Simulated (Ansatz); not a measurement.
Consider the cleavage of the Ga–Al bond: `[NH2][AlH][GaH2]` + HBr → `[GaH2][Br]` + `[NH2][AlH2]`.

Calculated with Ansatz (gas phase, PBE0-D4/def2-TZVP geometries, no zero-point term in ΔE). CCSD(T)/CBS adds triple-zeta CCSD(T) − MP2 to the extrapolated MP2 energy (def2 sets, frozen cores). This one scheme is used for every species. DFT in def2-TZVPP. B3LYP here is the variant with VWN-RPA as its local correlation; programs differ in this. HSE06 is defined as in plane-wave codes. For Br, Ga outer-core shells are correlated without core-valence functions, which leaves a few kJ/mol of doubt a bond. Scalar relativity is left out up to krypton. One conformer a species, not always the lowest.

| level | ΔE (eV) |
| --- | --- |
| BLYP-D4 | -1.20 |
| B3LYP-D4 | -1.25 |
| HSE06-D4 | -1.20 |
| ωB97M-V | -1.29 |
| r2SCAN | -1.27 |
| r2SCANh | -1.29 |
| RPA@PBE/def2-TZVPP | -1.19 |
| CCSD(T)/def2-TZVPP | -1.24 |

(1) What does CCSD(T)/CBS give? (An estimate is asked.)

(2) What do rigid-rotor, harmonic-oscillator terms from PBE0-D4/def2-TZVP frequencies (298.15 K, 1 bar) make of the CCSD(T)/CBS value? (Best estimate.)

Largest T1 diagnostic among the species: 0.013.

Results:

(1) Ansatz gave: -1.24 eV. The listed levels differ from it by 0.04, -0.01, 0.04, -0.05, -0.03, -0.05, 0.05, 0.00 eV.

(2) Computed: ΔZPE = +0.03 eV, ΔH = -1.25 eV, ΔS = -11 J/(mol·K), ΔG = -1.22 eV.

From PBE to PBE0 (25 % exact exchange), in def2-TZVPP and without D4, ΔE moves by −0.07 eV. Leaving LDA and LC-ωPBE aside and taking each functional with its dispersion term where it has one, the values, not all of them listed here, spread over 0.22 eV, from B97M-V to PBE-D4.
